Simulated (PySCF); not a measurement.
The vertical singlet excitations below were computed for one of the candidates. The calculation used PySCF 2.14.0, density-fitted response routines, TDDFT CAM-B3LYP/def2-SVPD, vertical, gas phase, core orbitals frozen in the response. Geometries: GFN2-xTB, one conformer each.

```
state  λ (nm)      f
   S1   199.6  0.086
   S2   193.5  0.040
   S3   189.9  0.012
   S4   188.6  0.037
   S5   185.5  0.022
   S6   183.5  0.018
   S7   182.6  0.041
   S8   181.2  0.034
```

Triplets computed (Tamm–Dancoff): 5.27, 5.39, 5.49 eV.

Orbital energies (eV): HOMO-3 -9.30, HOMO-2 -9.08, HOMO-1 -8.82, HOMO -7.92, LUMO 1.07, LUMO+1 1.36, LUMO+2 1.63.

**Question.** Which structure fits? All have the formula C5H10P2.
A. `C=C/C=P/P(C)C`
B. `PPC1=CCCC1`
C. `CC1=CCP(P)C1`
D. `C#CCP(C)CP`
E. `C=CCP(P)C=C`

**Answer.** D. Its S1, at 6.21 eV, is the highest among the candidates; the nearest of the others has S1 at 5.56 eV. S1 is HOMO→LUMO (74%), HOMO→LUMO+1 (13%). Löwdin shares by element: HOMO phosphorus 60%, carbon 19% or more (atoms not listed hold the other 21%); LUMO phosphorus 21% or more, hydrogen 18% or more, carbon 17% or more (atoms not listed hold the other 45%). At the same level the other candidates give, for their lowest levels:
- `C=CCP(P)C=C`: 232 nm (f 0.145); 217 nm (f 0.131); 210 nm (f 0.011); 205 nm (f 0.023); 199 nm (f 0.008); T1 4.04 eV; HOMO -7.51, LUMO 0.74 eV
- `CC1=CCP(P)C1`: 223 nm (f 0.143); 217 nm (f 0.011); 202 nm (f 0.014); 200 nm (f 0.051); 193 nm (f 0.022); T1 4.33 eV; HOMO -7.49, LUMO 1.06 eV
- `PPC1=CCCC1`: 232 nm (f 0.108); 217 nm (f 0.053); 209 nm (f 0.021); 196 nm (f 0.011); 191 nm (f 0.205); T1 4.08 eV; HOMO -7.61, LUMO 0.82 eV
- `C=C/C=P/P(C)C`: 367 nm (f 0.036); 284 nm (f 0.501); 239 nm (f 0.085); 223 nm (f 0.077); 213 nm (f 0.012); T1 2.01 eV; HOMO -7.41, LUMO -1.12 eV

The values belong to the conformer `[CH:1]#[C:2][CH2:3][P:4]([CH3:5])[CH2:6][PH2:7]`: C2–C3–P4–C5 66°, C3–P4–C6–P7 -57°, H–P7–C6–P4 -89°, H–P7–C6–P4 179°.
